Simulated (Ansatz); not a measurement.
`C[Si](N)(F)P` and `C[SiH](F)P` differ in one atom or group.

Ansatz, PBE0-D4/def2-TZVP geometries, multiplicity 1. Each molecule was computed in one conformer, which needn't be the lowest.

```csv
property,`C[Si](N)(F)P`
HOMO–LUMO gap (PBE0/def2-TZVPP) / eV,7.83
LUMO energy (PBE0/def2-TZVPP) / eV,0.48
size of the dipole moment (PBE/def2-TZVPP) / D,2.13
LUMO energy (ωB97M-V/def2-TZVPP) / eV,1.97
size of the dipole moment (ωB97M-V/def2-TZVPP) / D,2.11
HOMO energy (PBE0/def2-TZVPP) / eV,-7.35
```

Q: What does the change do to each property? (Best estimate.)

A: The calculation gave: 
| property | `C[SiH](F)P` | shift |
| --- | --- | --- |
| HOMO–LUMO gap (PBE0/def2-TZVPP) / eV | 7.77 | -0.06 |
| LUMO energy (PBE0/def2-TZVPP) / eV | 0.16 | -0.32 |
| size of the dipole moment (PBE/def2-TZVPP) / D | 2.11 | -0.02 |
| LUMO energy (ωB97M-V/def2-TZVPP) / eV | 2.00 | 0.03 |
| size of the dipole moment (ωB97M-V/def2-TZVPP) / D | 2.09 | -0.02 |
| HOMO energy (PBE0/def2-TZVPP) / eV | -7.61 | -0.26 |

With PBE0 the HOMO falls by 0.26 eV and the LUMO falls by 0.32 eV, so the gap narrows by about 0.06 eV. PBE moves the HOMO by -0.28 eV and ωB97M-V by -0.25 eV. Dipoles are sizes alone; their direction can turn.
